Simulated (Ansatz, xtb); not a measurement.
# Ranking isomers of C3H8ClNSi2

5 gas-phase structures of C3H8ClNSi2, from a drawn sample of its isomers (lower ones may exist). Each was relaxed with GFN2-xTB; where two conformers were screened, the lower at r2SCAN-D4/def2-SVP is listed:

A. `CC1=C[Si@@H](Cl)[Si@@H]1N`, a singlet
B. `[SiH3]N([SiH2]Cl)C1=CC1`, a singlet
C. `[H]/N=C/C(=C)[SiH2][SiH2]Cl`, a singlet
D. `CN[SiH2]C#C[SiH2]Cl`, a singlet
E. `C[Si@H](Cl)[SiH2]CC#N`, a singlet

Q: Make a reasoned guess at their ranking by r2SCAN-D4/def2-SVP single-point energy.

A: Calculated order at r2SCAN-D4/def2-SVP: A (0.0), E (2.7), D (24.8), C (26.0), B (36.2) kcal/mol.

Energies above the lowest of each column, in kcal/mol; the last columns are at PBE0-D3(BJ)/def2-SVP geometries and were run for some of them only (a dash: not run or not comparable):

```tsv
structure	GFN2-xTB	HF/STO-3G	r2SCAN-D4/def2-SVP	PBE0-D3(BJ)/def2-SVP	CCSD(T)/def2-SVP + ΔMP2/def2-TZVPP
A	16.0	28.4	0.0	0.0	0.0
E	14.8	0.0	2.7	4.5	2.8
D	12.5	38.4	24.8	30.9	20.4
C	27.3	56.8	26.0	–	–
B	0.0	63.4	36.2	–	–
```

CCSD(T)/def2-SVP + ΔMP2/def2-TZVPP puts A lowest of those it was run on; GFN2-xTB picks B, HF/STO-3G picks E. Flexible structures stand in one conformer each, not always the lowest. Frequencies (GFN2-xTB) were run for A, D, E alone. The ΔMP2 step shifts differences by up to 7.5 kcal/mol, which makes them less sure. ΔMP2 is the change of the MP2 energy from the smaller to the larger basis.

Over these structures GFN2-xTB departs from r2SCAN-D4/def2-SVP by 16.3 kcal/mol on average once a common shift is removed. A GFN2-xTB relaxation took about 0.3 s and the r2SCAN-D4/def2-SVP energy about 3.9 s on a shared host (Ansatz 0.2.0, xtb 6.7.1).
